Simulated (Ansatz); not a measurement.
Telling isomers of CH5AlO3 apart by their spectra

These gas-phase data were calculated for one isomer of CH5AlO3 at PBE0-D4/def2-SVP (harmonic, unscaled wavenumbers; equilibrium rotational constants with average atomic masses):

| Quantity | Value |
| --- | --- |
| rotational constants | 6.262, 2.624, 1.893 GHz |
| all wavenumbers above 1500 cm⁻¹ | 4013, 4008, 3863, 3082, 2975 |

Candidates:

(1) `C[O][Al]([OH])[OH]`, a singlet
(2) `O[CH2][Al]([OH])[OH]`, a singlet

Problem. Assign the data to one candidate and say why.

Solution. Candidate (2). 2 modes lie between 2750 and 3290 cm⁻¹, one for each C–H bond, while (1) has 3.

The same quantities for all candidates:

```
     rotational constants (GHz)   wavenumbers above 1500 cm⁻¹  E above the lowest, PBE0-D4/def2-SVP (kcal/mol)
(1)         6.285, 2.733, 1.928  3991, 3988, 3090, 3088, 3006                                              0.0
(2)         6.262, 2.624, 1.893  4013, 4008, 3863, 3082, 2975                                             34.7
```

Each candidate is one conformer. Programs: Ansatz 0.2.0.
